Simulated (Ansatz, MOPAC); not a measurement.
System: CH6BO3, charge 1, multiplicity 1. SMILES: C[OH+]B(O)O

Atoms: C1, O2, B3, O4, O5, H6, H7, H8, H9, H10, H11. Bonds: C1-O2, C1-H6, C1-H7, C1-H8, O2-B3, O2-H9, B3-O4, B3-O5, O4-H10, O5-H11.

Bond lengths (Å) and angles (degrees) optimised at AM1 with MOPAC; PM7 with MOPAC; HF/3-21G with Ansatz (a program for electronic structure); PBE/6-31G* with Ansatz; B3LYP/LANL2DZ with Ansatz; MP2/6-31G* with Ansatz, each started from the B3LYP-D3(BJ)/def2-TZVP structure (Ansatz) of the last column. A row stands for all coordinates that are equal there; 13 of 21 kinds are shown. 6-31G* holds six Cartesian d functions. At AM1 the structure is a saddle point. At PM7 the structure is a saddle point. No wavenumbers were computed at PBE/6-31G*, B3LYP/LANL2DZ, MP2/6-31G*, so these may be saddle points.

```csv
coordinate,AM1,PM7,HF/3-21G,PBE/6-31G*,B3LYP/LANL2DZ,MP2/6-31G*,B3LYP-D3(BJ)/def2-TZVP
C1-O2,1.483,1.449,1.522,1.491,1.523,1.492,1.493
C1-H6,1.117,1.101,1.075,1.097,1.090,1.087,1.085
C1-H8,1.118,1.104,1.073,1.095,1.088,1.084,1.083
O2-B3,1.443,1.520,1.472,1.483,1.485,1.474,1.468
O2-H9,0.980,0.997,0.974,0.985,0.981,0.982,0.971
B3-O4,1.326,1.347,1.340,1.343,1.340,1.339,1.331
B3-O5,1.323,1.347,1.341,1.341,1.336,1.337,1.329
O4-H10,0.969,0.960,0.963,0.976,0.970,0.972,0.963
C1-O2-B3,127.3,125.5,126.1,128.1,126.3,128.0,128.1
O2-B3-O4,107.1,107.9,110.8,109.2,109.4,109.4,110.0
O2-B3-O5,110.4,111.8,112.3,111.7,112.1,111.7,112.4
O4-B3-O5,142.5,140.3,136.9,139.1,138.5,138.9,137.7
O2-C1-H6,105.0,106.1,106.3,107.3,106.8,106.8,106.9
```

Mean signed difference of all 10 bond lengths from B3LYP-D3(BJ)/def2-TZVP: AM1 0.007 Å, PM7 0.012 Å, HF/3-21G 0.002 Å, PBE/6-31G* 0.011 Å, B3LYP/LANL2DZ 0.010 Å, MP2/6-31G* 0.005 Å.
